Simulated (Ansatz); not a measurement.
Job for Ansatz (a program for electronic structure): U-CCSD(T)/def2-TZVPP on InO, 2S+1 = 2, a spin state set in the input, which need not be the lowest, a point of a bond scan (R = 1.924 Å). Elements past Kr take the def2 small-core potentials; no spin–orbit coupling.

Ansatz 0.2 input:
```yaml
crystal:
  periodic: [false, false, false]
  atoms:
    - {symbol: O, position_ang: [0.00000000, 0.00000000, 0.00000000]}
    - {symbol: In, position_ang: [0.00000000, 0.00000000, 1.92367200]}
basis:
  gaussian:
    orbitals: def2-TZVPP
magnetization: {spin_polarized: true, initial_magnetization: 1}
correlation: {method: ccsd_t, electrons: valence}
output: {orbitals: {seedname: ./end}}
```

Output:

```
WARN ansatz: RAYON_NUM_THREADS=2 ignored (pool sized by the plan → 2); use --threads N
Functional definition: HF
integrals: 0.10 GiB planned
693 factors; integrals over basis functions are off by at most 1.0e-3 eV
mean field: 0.18 GiB planned
mean field evaluation 1: about -7177.3208 eV, gradient 4.0e1 eV
mean field evaluation 2: about -7177.3240 eV, gradient 4.0e1 eV
mean field evaluation 4: about -7184.6725 eV, gradient 4.7e0 eV
mean field evaluation 8: about -7185.6766 eV, gradient 7.3e-1 eV
mean field evaluation 16: about -7185.7314 eV, gradient 9.6e-1 eV
mean field evaluation 32: about -7186.0471 eV, gradient 1.6e-2 eV
mean field evaluation 64: about -7185.7017 eV, gradient 2.9e-5 eV
mean field evaluation 96: about -7182.2834 eV, gradient 3.8e-3 eV
mean field evaluation 128: about -7182.4600 eV, gradient 2.5e-6 eV
mean field evaluation 160: about -7186.0463 eV, gradient 1.6e-1 eV
mean field evaluation 192: about -7185.8174 eV, gradient 4.8e0 eV
mean field evaluation 224: about -7180.8256 eV, gradient 1.4e0 eV
mean field evaluation 256: about -7181.7836 eV, gradient 7.5e0 eV
mean field evaluation 288: about -7182.6133 eV, gradient 2.1e0 eV
mean field evaluation 320: about -7180.9640 eV, gradient 7.6e0 eV
mean field evaluation 352: about -7174.6485 eV, gradient 1.4e1 eV
mean field evaluation 384: about -7183.4396 eV, gradient 4.8e-1 eV
mean field evaluation 416: about -7184.2638 eV, gradient 6.9e-2 eV
mean field evaluation 448: about -7182.6439 eV, gradient 5.1e-1 eV
mean field evaluation 480: about -7182.4535 eV, gradient 2.8e-1 eV
mean field evaluation 512: about -7180.6965 eV, gradient 6.4e0 eV
mean field evaluation 544: about -7182.2833 eV, gradient 4.5e-2 eV
mean field evaluation 576: about -7180.8970 eV, gradient 6.8e-2 eV
mean field evaluation 608: about -7180.8728 eV, gradient 1.9e-1 eV
mean field evaluation 640: about -7180.9576 eV, gradient 2.5e-2 eV
mean field evaluation 672: about -7180.4720 eV, gradient 1.5e0 eV
mean field evaluation 704: about -7185.7017 eV, gradient 8.7e-4 eV
mean field evaluation 736: about -7182.0480 eV, gradient 5.1e0 eV
mean field evaluation 768: about -7186.0471 eV, gradient 7.0e-4 eV
mean field evaluation 800: about -7182.4410 eV, gradient 2.1e-1 eV
mean field evaluation 832: about -7176.4155 eV, gradient 1.9e0 eV
mean field evaluation 864: about -7183.2738 eV, gradient 2.6e1 eV
mean field evaluation 896: about -7183.3440 eV, gradient 2.5e0 eV
mean field evaluation 928: about -7180.1066 eV, gradient 2.2e-3 eV
mean field evaluation 960: about -7186.0471 eV, gradient 4.6e-2 eV
mean field evaluation 992: about -7183.4602 eV, gradient 5.1e-1 eV
mean field evaluation 1024: about -7179.1637 eV, gradient 1.2e1 eV
mean field evaluation 1056: about -7180.7037 eV, gradient 2.7e0 eV
mean field -7186.04712704 eV, -264.0823610411 hartree, gradient 1.4e-6 eV, S^2 0.759169; 24 other end points of the search recorded, 0 dependent functions left out
determinant -7186.04712704 eV, -264.0823610411 hartree, with singles and doubles -7198.51501202 eV, -264.5405473630 hartree
determinant -7185.70170612 eV, -264.0696670564 hartree, with singles and doubles -7198.61219663 eV, -264.5441188316 hartree
determinant -7184.26426555 eV, -264.0168420898 hartree, with singles and doubles -7197.75722701 eV, -264.5126992774 hartree
determinant -7183.45023860 eV, -263.9869271512 hartree, with singles and doubles -7194.99332508 eV, -264.4111277550 hartree
determinant -7182.66519333 eV, -263.9580772694 hartree, with singles and doubles -7194.72188328 eV, -264.4011524531 hartree
determinant -7182.45997659 eV, -263.9505356934 hartree, with singles and doubles -7194.75998292 eV, -264.4025525888 hartree
determinant -7182.28336278 eV, -263.9440452557 hartree, with singles and doubles -7194.53936896 eV, -264.3944451754 hartree
determinant -7186.04712704 eV, -264.0823610411 hartree, with singles and doubles -7198.49466078 eV, -264.5397994689 hartree
determinant -7185.70170612 eV, -264.0696670564 hartree, with singles and doubles -7198.62263626 eV, -264.5445024809 hartree
5 core orbitals not correlated
reference -7185.70170612 eV, -264.0696670564 hartree; 10, 9 occupied and 66, 67 virtual orbitals, 693 factors
second order -12.68369210 eV of doubles, -0.00000000 eV of singles
coupled cluster: 0.38 GiB planned
cycle   1  -12.92093164 eV  change   -1.5e-6 eV  update   5.6e-6
perturbative correction -0.49197131 eV, -0.0180796123 hartree
Total energy: -7199.11460907 eV, -264.5625821483 hartree
```

The run converged.

Cost: around 70 core-seconds (rough).
